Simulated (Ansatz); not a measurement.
Geometry optimisation, RHF/6-31G* in Ansatz.

Input:

```yaml
crystal:
  periodic: [false, false, false]
  atoms:
    - { symbol: B, position_ang: [0.0, 0.0, 0.0] }
    - { symbol: F, position_ang: [0.0, 0.0, 1.67] }
    - { symbol: O, position_ang: [1.2211, 0.0, -0.705] }
    - { symbol: H, position_ang: [1.5209, -0.9519, -0.8599] }
    - { symbol: H, position_ang: [-1.0305, 0.0, -0.595] }
    - { symbol: P, position_ang: [0.0991, 2.0949, 0.6969] }
    - { symbol: H, position_ang: [0.6595, 2.1347, 2.001] }
    - { symbol: H, position_ang: [0.9104, 2.8515, -0.1895] }
    - { symbol: H, position_ang: [0.0504, 1.0661, 1.6663] }
basis:
  gaussian: { orbitals: "6-31G*" }
hamiltonian:
  xc: hf
relax:
  f_tol: 0.15
  max_steps: 25
  restrain:
    - { distance: [0, 5], at: 1.91, k: 30.0 }
    - { distance: [8, 1], at: 0.92, k: 30.0 }
    - { distance: [0, 1], at: 2.52, k: 30.0 }
    - { distance: [8, 5], at: 2.62, k: 30.0 }
```

Run as:

```bash
$ ansatz run input.yaml --threads 1 --pin off --max-ram 2048MiB --backend cpu --events-out ev --progress --plain --runs-dir out
```

Q: Where does it end, and by what steps?

A: The run converged. The restraints hold the end off the free minimum; the threshold counts their pulls, which the force column leaves out. Restrained pairs: B1–P6 (2.21 → 1.94 Å), F2–H9 (1.07 → 0.92 Å), B1–F2 (1.67 → 2.53 Å), P6–H9 (1.41 → 2.63 Å). After 8 steps the energy has fallen by 5.487 eV (the restraints' own energy left out); H9 moved furthest, 0.83 Å.

```tsv
step	energy less start (eV)	largest force component (eV/Å)	accepted
0	0.0000	7.289	yes
1	-2.5683	4.804	yes
2	-3.6958	3.670	yes
3	-4.5909	3.093	yes
4	-5.2796	1.386	yes
5	-5.4449	1.027	yes
6	-5.4171	1.404	no
7	-5.4766	1.009	yes
8	-5.4868	1.017	yes
```

```xyz
9
Properties=species:S:1:pos:R:3
B 0.108 0.495 -0.292
F -0.192 -0.249 2.103
O 1.319 0.039 -0.656
H 1.313 -0.845 -0.993
H -0.857 -0.166 -0.495
P -0.050 2.314 0.354
H 0.593 2.185 1.601
H 1.095 2.834 -0.273
H 0.102 0.588 2.337
```

The run took 14 s on 1 thread of Arm Neoverse V2, on a shared host, peak memory 0.15 GiB.
